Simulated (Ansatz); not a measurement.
Input for Ansatz (an electronic-structure program): R-MP2/cc-pVTZ on CH4BeO (SMILES [CH3][Be][OH]), atoms moved off the minimum.

Ansatz 0.2 input:
```yaml
crystal:
  periodic: [false, false, false]
  atoms:
    - {symbol: Be, position_ang: [-0.04330530, -0.11549438, 0.13604536]}
    - {symbol: C, position_ang: [1.01019781, 0.52134769, -1.00714820]}
    - {symbol: H, position_ang: [1.99090212, -0.01614257, -1.10965029]}
    - {symbol: H, position_ang: [1.23912650, 1.68112594, -0.87416083]}
    - {symbol: H, position_ang: [0.61158688, 0.35581130, -2.14226092]}
    - {symbol: O, position_ang: [-0.94814869, -0.59209991, 1.04218401]}
    - {symbol: H, position_ang: [-1.82518658, -0.30893556, 1.30687932]}
basis:
  gaussian:
    orbitals: cc-pVTZ
magnetization: {spin_polarized: false}
correlation: {method: mp2, electrons: outside_noble_gas}
scf: {lower_state_search: off}
output: {forces: true}
```

The head of its log:

```
WARN ansatz: RAYON_NUM_THREADS=1 ignored (pool sized by the plan → 1); use --threads N
Functional definition: HF
these checks for a lower state are left out or cut short: starts, cluster_reference, orbital_swaps, neighbouring_geometries, increment
integrals: 0.12 GiB planned
838 factors; integrals over basis functions are off by at most 1.1e-3 eV
mean field: 0.26 GiB planned
mean field evaluation 1: about -3528.6361 eV, gradient 4.2e1 eV
mean field evaluation 2: about -3528.6362 eV, gradient 4.2e1 eV
mean field evaluation 4: about -3531.9655 eV, gradient 2.7e0 eV
mean field evaluation 8: about -3531.9987 eV, gradient 3.9e-4 eV
mean field -3531.99868694 eV, -129.7985576702 hartree, gradient 2.4e-6 eV, S^2 0.000000; 0 other end points of the search recorded, 0 dependent functions left out
3 core orbitals not correlated
reference -3531.99868694 eV, -129.7985576702 hartree; 8, 8 occupied and 135, 135 virtual orbitals, 838 factors
densities: 0.30 GiB planned
```

### Question
Give the final energy of this run.

### Answer
-130.2745 hartree.
